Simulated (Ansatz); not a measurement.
`[AlH2][NH][SiH2]Cl` + `[SiH3][SiH2]CCl` → `[AlH2][NH][SiH2][SiH3]` + `ClC[SiH2]Cl`  (redistribution)

Computed with Ansatz on PBE0-D4/def2-TZVP structures; ΔE is electronic, products minus reactants. CBS: MP2 limit from def2 TZ/QZ plus the TZ coupled-cluster correction, frozen cores. DFT in def2-TZVPP. B3LYP here is the variant with VWN-RPA as its local correlation; programs differ in this. Each species was taken in one conformer, which may not be the lowest.

| level | ΔE (kcal/mol) |
| --- | --- |
| ωB97X-V | 3.4 |
| PBE | 3.3 |
| PBE0 | 3.5 |
| B3LYP | 3.4 |
| CCSD/def2-TZVPP | 3.5 |
| HF/def2-QZVPP | 3.5 |
| MP2/def2-QZVPP | 3.6 |
| HF/CBS(def2) | 3.5 |

Question: What does CCSD(T)/CBS give? (An estimate is asked.)

Answer: The calculation gave: +3.6 kcal/mol. The listed levels differ from it by -0.2, -0.3, -0.1, -0.2, -0.1, -0.1, 0.0, -0.1 kcal/mol.

Largest T1 diagnostic among the species: 0.013.
